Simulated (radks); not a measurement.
The nuclear charge of neutral krypton is varied continuously with 36 electrons held in [Kr]. All-electron calculation, Dirac Kohn-Sham, PBE, spin-unpolarised, spherical densities, finite nucleus; Fermi nuclear charge, rms radius 4.1884 fm. Program: a radial shooting solver on a logarithmic mesh with Libxc functionals. By the Hellmann-Feynman theorem dE/dZ = E(electron-nucleus)/Z, the electronic potential at the nucleus (averaged over a nucleus of fixed radius).

Z,E (hartree),E(electron-nucleus)/Z (hartree),HOMO,e(HOMO) (eV),<r> HOMO (bohr)
35.8,-2753.13969,-185.874,4p3/2,-6.909,2.023
36,-2790.45584,-187.287,4p3/2,-9.041,1.962
36.2,-2828.05456,-188.700,4p3/2,-11.291,1.907
36.4,-2865.93570,-190.112,4p3/2,-13.652,1.857
36.6,-2904.09916,-191.523,4p3/2,-16.119,1.810
36.8,-2942.54487,-192.934,4p3/2,-18.690,1.767
37,-2981.27278,-194.345,4p3/2,-21.361,1.727

The central difference of E at Z = 36 is -187.287 hartree, to compare with the third column; the second derivative is -7.06 hartree.
